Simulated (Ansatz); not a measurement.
Reaction (cleavage of the Si–Si bond): `N[SiH]([SiH3])O[SiH3]` + CH₃OH → `CO[SiH](N)O[SiH3]` + SiH₄

Program: Ansatz. Geometries: PBE0-D4/def2-TZVP. ΔE: electronic, gas phase. CBS: MP2 limit from def2 TZ/QZ plus the TZ coupled-cluster correction, frozen cores. This one scheme is used for every species. DFT in def2-TZVPP. B3LYP here is the variant with VWN-RPA as its local correlation; programs differ in this. One conformer a species, not always the lowest.

`N[SiH]([SiH3])O[SiH3]`:

Cartesian coordinates in Å:
```
N 1.684 0.880 -0.493
Si -0.004 0.962 -0.253
Si -1.016 -0.189 -2.025
O -0.543 0.315 1.163
Si -0.207 -0.868 2.238
H 2.327 1.519 -0.055
H 2.145 0.054 -0.835
H -0.365 2.400 -0.193
H -0.880 0.570 -3.298
H -2.461 -0.428 -1.763
H -0.353 -1.513 -2.203
H 0.111 -2.141 1.535
H -1.397 -1.068 3.101
H 0.957 -0.492 3.084
```

CH₃OH:

Z-matrix (Å, degrees):
```
C
O 1 1.409
H 1 1.097 2 112.4
H 1 1.090 2 107.0 3 -118.5
H 1 1.097 2 112.4 3 123.0
H 2 0.959 1 108.5 3 -61.6
```

`CO[SiH](N)O[SiH3]`:

```xyz
15

C    -1.559    0.179   -1.469
O    -0.348   -0.543   -1.399
Si    0.369   -1.011   -0.010
N    -0.725   -1.838    0.998
O     0.873    0.251    0.898
Si    1.650    1.686    0.817
H    -1.991    0.031   -2.460
H    -1.382    1.249   -1.323
H    -2.275   -0.163   -0.715
H     1.536   -1.785   -0.481
H    -1.124   -2.724    0.738
H    -0.683   -1.719    1.996
H     1.870    2.171    2.202
H     0.828    2.677    0.075
H     2.962    1.539    0.133
```

SiH₄:

Z-matrix (Å, degrees):
```
Si
H 1 1.485
H 1 1.485 2 109.5
H 1 1.485 2 109.5 3 -120.0
H 1 1.485 2 109.5 3 120.0
```

Problem. Is it downhill or uphill in electronic energy at CCSD(T)/CBS, and by how much? (Best estimate.)

Solution. The calculation gave: Downhill: ΔE = -1.34 eV.

Problem. What do these levels give: r2SCAN-D4, B3LYP-D4, CCSD/def2-TZVPP, CCSD(T)/def2-TZVPP, MP2/def2-QZVPP, MP2/CBS(def2)? (Estimate.)

Solution. Ansatz gave: r2SCAN-D4 -1.31, B3LYP-D4 -1.33, CCSD/def2-TZVPP -1.39, CCSD(T)/def2-TZVPP -1.37, MP2/def2-QZVPP -1.42, MP2/CBS(def2) -1.41 eV.

Largest T1 diagnostic among the species: 0.012.

In def2-TZVPP, CCSD(T) changes the Hartree–Fock value by +0.20 eV (the triples alone add +0.03 eV) and MP2 by +0.14 eV. From PBE to PBE0 (25 % exact exchange), in def2-TZVPP and without D4, ΔE moves by −0.09 eV.
